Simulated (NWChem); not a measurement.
System: HTeSI; SMILES S[Te]I

```xyz
4

Te     0.6147    -0.9827     0.0040
I     -0.1219     1.6446     0.0054
S     -1.4878    -2.1194     0.0496
H     -1.6984    -2.1524    -1.2878
```
Atoms are numbered in this order, from 1.

Computed with NWChem. Coordinates come from a PBE0/def2-SVP optimisation. No frequency run checked for a minimum. def2 effective core potentials on Te, I; no spin-orbit coupling. Ions are spin-unrestricted doublets at the neutral geometry; other ion states weren't tried.

Estimate the computed values for CAM-B3LYP/def2-SVP. Quantities: vertical ionisation energy, ΔSCF (eV); −ε(HOMO) (eV).

The vertical ionisation energy, ΔSCF (eV) is 8.56 and the −ε(HOMO) (eV) is 7.63.
